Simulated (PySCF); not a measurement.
Screening by computed properties: pick the candidate that meets the target.

Each SMILES stands for a single optimised conformer of the isolated species, non-relativistic unless stated. Electronic properties by PySCF.

The conformers computed, where there is a choice (atom-mapped SMILES and torsion angles):
- `[CH3:1][CH2:2][CH2:3][CH2:4][C:5]#[N:6]`: C1–C2–C3–C4 180°, C2–C3–C4–C5 63°
- `[F:1][C:2]([F:3])([F:4])[CH2:5][C:6]([F:7])([F:8])[F:9]`: F1–C2–C5–C6 179°, C2–C5–C6–F7 61°
- `[F:1][CH2:2][C:3]([F:4])([F:5])[C:6]([F:7])([F:8])[F:9]`: F1–C2–C3–F4 -177°, C2–C3–C6–F7 -66°

Task: Wanted: HOMO–LUMO gap between 10 eV and 11 eV (B97-2/pcSseg-2) and HOMO energy below -8 eV (B97-2/pcSseg-2), at PBE0-D3(BJ)/def2-TZVP geometries. Which candidate meets both?
A. `CCCCC#N`
B. `CC1=CC=C(C#N)C=C1`
C. `FC(F)(CC(F)(F)F)F`
D. `FCC(F)(F)C(F)(F)F`

Result: D. Computed values:
```
          species  HOMO–LUMO gap  HOMO energy
CC1=CC=C(C#N)C=C1        5.78 eV     -7.28 eV
          CCCCC#N        9.13 eV     -8.91 eV
FCC(F)(F)C(F)(F)F       10.52 eV     -9.94 eV
FC(F)(CC(F)(F)F)F       11.60 eV    -10.98 eV
```
